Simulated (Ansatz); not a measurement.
Reactions of `Cc1cccc(C)c1C#N`.

Computed with Ansatz on PBE0-D4/def2-TZVP structures; ΔE is electronic, products minus reactants. CCSD(T)/CBS adds triple-zeta CCSD(T) − MP2 to the extrapolated MP2 energy (def2 sets, frozen cores). This one scheme is used for every species, atoms too. For atomizations the MP2-based limit and the directly extrapolated one differ by several kJ/mol either way, and by 10 to 25 for some Ge, Se and Sn compounds, so smaller differences from it don't rank the levels. DFT in def2-TZVPP. B3LYP here is the variant with VWN-RPA as its local correlation; programs differ in this. No spin–orbit coupling; open shells (•) take unrestricted orbitals. Spin–orbit coupling would lower the free atoms: a little for C. One conformer a species, not always the lowest.

| reaction | r2SCAN-D4 (eV) | HF/CBS(def2) (eV) | CCSD/CBS(def2) (eV) | B3LYP-D4 (eV) |
| --- | --- | --- | --- | --- |
| `Cc1cccc(C)c1C#N` + H₂ → `Cc1cccc(C)c1` + `C#N` | 0.04 | -0.35 | -0.19 | -0.03 |
| `Cc1cccc(C)c1C#N` + `OC(F)[SiH3]` → `N#COC(F)[SiH3]` + `Cc1cccc(C)c1` | 1.07 | 0.94 | 1.10 | 1.05 |
| `Cc1cccc(C)c1C#N` → 9 C• + 9 H• + N• | 94.36 | 68.70 | 91.65 | 94.09 |
| `Cc1cccc(C)c1C#N` + `CCl` → `N#CCCl` + `Cc1cccc(C)c1` | 0.50 | 0.37 | 0.41 | 0.47 |

Task: Give the CCSD(T)/CBS values in the same order. (Best estimate.)

Result: Computed: -0.11, 1.12, 93.48, 0.44 eV.

Largest T1 diagnostic: 0.014, for `C#N`.
